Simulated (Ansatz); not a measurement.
Reaction (formal hydrolysis of the Si–C bond): `O[SiH2]C(F)Cl` + H₂O → `O[SiH2]O` + `FCCl`

Calculated with Ansatz (gas phase, PBE0-D4/def2-TZVP geometries, no zero-point term in ΔE). CCSD(T)/CBS is the MP2 limit (def2-TZVPP, def2-QZVPP) plus CCSD(T) − MP2 in def2-TZVPP, frozen cores. This one scheme is used for every species. Each species was taken in one conformer, which may not be the lowest.

| species | CCSD(T)/CBS(def2) energy (Eh) |
| --- | --- |
| `O[SiH2]C(F)Cl` | -964.31547 |
| H₂O | -76.37941 |
| `O[SiH2]O` | -441.92975 |
| `FCCl` | -598.81139 |

Work out ΔE.

ΔE = (-441.92975) + (-598.81139) − (-964.31547) − (-76.37941) = -0.04626 Eh = -121.5 kJ/mol.

Largest T1 diagnostic among the species: 0.011.

From PBE to PBE0 (25 % exact exchange), in def2-TZVPP and without D4, ΔE moves by −5.4 kJ/mol. In def2-TZVPP, CCSD(T) changes the Hartree–Fock value by +22.8 kJ/mol (the triples alone add +3.5 kJ/mol) and MP2 by +20.5 kJ/mol.
